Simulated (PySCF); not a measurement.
**Correlation energy of Kr⁺ (krypton, charge +1)**

[Ar] 3d10 4s2 4p5, 2P determinant. Calculation: PySCF 2.14, in jorge-DZP-DKH; the spin-free X2C one-electron Hamiltonian (Gaussian nucleus). Frozen: [Ar] 3d10; 7 electrons correlated.

MP2 pair energies summed by pair of shells (mhartree):

| pair | energy | share (%) |
| --- | --- | --- |
| 4p-4p | -21.85 | 50.9 |
| 4s-4p | -17.16 | 40.0 |
| 4s-4s | -3.90 | 9.1 |

Total MP2 correlation energy: -42.92 mhartree.

Same-spin part -9.36 and opposite-spin part -33.55 mhartree; SCS-MP2 scales them by 1/3 and 6/5 to -43.39 mhartree.

```tsv
level	correlation energy (mhartree)
CCSD	-49.04
(T)	-0.40
CCSD(T)	-49.44
```

Diagnostics: T1 = 0.0010, D1 = 0.0021, largest double amplitude 0.030.

Cost of the coupled-cluster step: 0.37 s of wall time on 1 thread of Neoverse-V2 (shared host), for 7 correlated electrons.
